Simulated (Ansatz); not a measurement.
Mulliken charges of `[OH][Hf]([OH])([SeH])[SeH]` from PBE/def2-TZVPP in Ansatz (PBE0-D4/def2-TZVP geometry).

```csv
atom,x (Å),y (Å),z (Å),charge (e)
O1,0.613,1.689,0.885,-0.353
Hf2,0.042,0.158,-0.083,0.747
O3,-0.065,0.362,-1.969,-0.353
Se4,1.769,-1.665,0.570,-0.264
Se5,-2.360,-0.547,0.599,-0.264
H6,0.801,2.563,1.214,0.185
H7,0.042,0.601,-2.885,0.185
H8,1.101,-2.607,-0.343,0.058
H9,-1.943,-0.554,2.012,0.058
```

Q: By hand: the dipole of these point charges (1 e Å = 4.8032 D).

A: Σ q r = (0.101, 0.380, -0.200) e Å, of length 0.441 e Å = 2.12 D.

Q: How does the dipole of the full density compare? (Estimate.)

A: The calculation gave: (0.160, 0.603, -0.319) e Å, 3.37 D; the point charges give 0.63 times that, at 0° from its direction.

Point charges leave out the atoms' own dipoles, such as those of lone pairs, and Mulliken's split depends on the basis, so the two needn't agree.
